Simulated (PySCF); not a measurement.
BH2, SMILES [BH2], multiplicity 2. Atoms are numbered in the order given.

```xyz
3

B      0.0000     0.0000     0.1453
H      0.0000    -1.0783    -0.3633
H      0.0000     1.0783    -0.3633
```
Charge 0, spin multiplicity 2.

The structure is a stationary point at ωB97X-D3(BJ)/def2-TZVPD. The isomer is the one that the SMILES or the coordinates give; other isomers of the formula were not compared.

Two levels are set side by side: PBE/pcH-1 (PySCF) and B3LYP/pcH-1 (PySCF). Contact hyperfine couplings, same geometry. Differences are taken from unrounded values.

| quantity | PBE |
|---|---|
| A(iso) of 11B, atom B1 (MHz) | 347.2 |
| A(iso) of 1H, atom H2 (MHz) | 29.5 |
| A(iso) of 1H, atom H3 (MHz) | 29.5 |

Q: These are the PBE values. What does B3LYP give? (Estimate from the structure and the level; the computed values follow.)

A: 
| quantity | B3LYP | PBE minus B3LYP |
|---|---|---|
| A(iso) of 11B, atom B1 (MHz) | 374.9 | -27.7 |
| A(iso) of 1H, atom H2 (MHz) | 40.7 | -11.2 |
| A(iso) of 1H, atom H3 (MHz) | 40.7 | -11.2 |

Rough cost on one machine, each run with all the roots and properties that it gave: B3LYP against PBE within a factor of 2.
